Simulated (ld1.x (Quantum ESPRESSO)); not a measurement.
**Logarithmic derivatives: zinc (Zn), ultrasoft**

```json
{
 "Element": "Zn",
 "Generator": "ld1.x (Quantum ESPRESSO) 7.5",
 "Type": "ultrasoft",
 "Functional": "PBEsol",
 "Relativity": "scalar-relativistic",
 "Frozen core": "[Ar] 3d10",
 "Valence charge": "2",
 "Reference configuration": "4s1.5 4p0 (charge +0.5)",
 "Partial waves": "4s (bound): rcut 2.20, rcutus 2.30 bohr; 4s channel at 0.35 Ry: rcut 2.20, rcutus 2.30 bohr; 4p (bound, empty): rcut 2.60, rcutus 2.95 bohr; 4p channel at 1.95 Ry: rcut 2.60, rcutus 2.95 bohr",
 "Local potential": "all-electron potential smoothed inside 2.15 bohr (lloc = -1)",
 "Core correction": "Bessel-smoothed model core, default radius (core density twice the valence density)",
 "Augmentation charge": "PSQ, inside the norm-conserving radii"
}
```

The phase is arctan(r·u′/u) with u = r·R(r), unwrapped; energies in Ry, scanned from -3 to 5 Ry. A pole is an energy at which the radial function vanishes at the test radius. The pseudo phase is shifted by a multiple of π to meet the all-electron one at the reference energy, and phase errors are pseudo minus all-electron; the curves can meet again beyond the range given. Levels narrower than the energy grid can be missing from the lists of poles.

```csv
channel,radius (bohr),reference energy (Ry),"poles, all-electron","poles, pseudo",unbroken range about the reference energy with phases within 0.05 rad,phase error 1 Ry above the reference energy (rad)
s,3.21,-0.72,"-0.21, 4.36","-0.21, 4.20",the whole range,+0.000
p,3.21,-0.31,0.60,"0.60, 4.70",below 4.9,-0.001
```

Phases in the s channel:

```json
{"E (Ry)": "-3.00", "all-electron": "1.360", "pseudo": "1.360"}
{"E (Ry)": "-2.76", "all-electron": "1.346", "pseudo": "1.346"}
{"E (Ry)": "-2.52", "all-electron": "1.329", "pseudo": "1.329"}
{"E (Ry)": "-2.28", "all-electron": "1.308", "pseudo": "1.308"}
{"E (Ry)": "-2.04", "all-electron": "1.279", "pseudo": "1.279"}
{"E (Ry)": "-1.80", "all-electron": "1.238", "pseudo": "1.238"}
{"E (Ry)": "-1.56", "all-electron": "1.172", "pseudo": "1.172"}
{"E (Ry)": "-1.32", "all-electron": "1.045", "pseudo": "1.045"}
{"E (Ry)": "-1.08", "all-electron": "0.702", "pseudo": "0.702"}
{"E (Ry)": "-0.84", "all-electron": "-0.470", "pseudo": "-0.470"}
{"E (Ry)": "-0.60", "all-electron": "-1.268", "pseudo": "-1.268"}
{"E (Ry)": "-0.36", "all-electron": "-1.497", "pseudo": "-1.497"}
{"E (Ry)": "-0.12", "all-electron": "-1.604", "pseudo": "-1.604"}
{"E (Ry)": "0.12", "all-electron": "-1.675", "pseudo": "-1.675"}
{"E (Ry)": "0.36", "all-electron": "-1.734", "pseudo": "-1.734"}
{"E (Ry)": "0.60", "all-electron": "-1.795", "pseudo": "-1.795"}
{"E (Ry)": "0.84", "all-electron": "-1.870", "pseudo": "-1.870"}
{"E (Ry)": "1.08", "all-electron": "-1.976", "pseudo": "-1.976"}
{"E (Ry)": "1.32", "all-electron": "-2.156", "pseudo": "-2.158"}
{"E (Ry)": "1.56", "all-electron": "-2.529", "pseudo": "-2.533"}
{"E (Ry)": "1.80", "all-electron": "-3.267", "pseudo": "-3.279"}
{"E (Ry)": "2.04", "all-electron": "-3.937", "pseudo": "-3.947"}
{"E (Ry)": "2.28", "all-electron": "-4.253", "pseudo": "-4.260"}
{"E (Ry)": "2.52", "all-electron": "-4.408", "pseudo": "-4.414"}
{"E (Ry)": "2.76", "all-electron": "-4.498", "pseudo": "-4.504"}
{"E (Ry)": "3.00", "all-electron": "-4.557", "pseudo": "-4.563"}
{"E (Ry)": "3.24", "all-electron": "-4.600", "pseudo": "-4.606"}
{"E (Ry)": "3.48", "all-electron": "-4.632", "pseudo": "-4.639"}
{"E (Ry)": "3.72", "all-electron": "-4.659", "pseudo": "-4.667"}
{"E (Ry)": "3.96", "all-electron": "-4.681", "pseudo": "-4.690"}
{"E (Ry)": "4.20", "all-electron": "-4.700", "pseudo": "-4.712"}
{"E (Ry)": "4.44", "all-electron": "-4.718", "pseudo": "-4.734"}
{"E (Ry)": "4.68", "all-electron": "-4.735", "pseudo": "-4.757"}
{"E (Ry)": "4.92", "all-electron": "-4.751", "pseudo": "-4.783"}
```
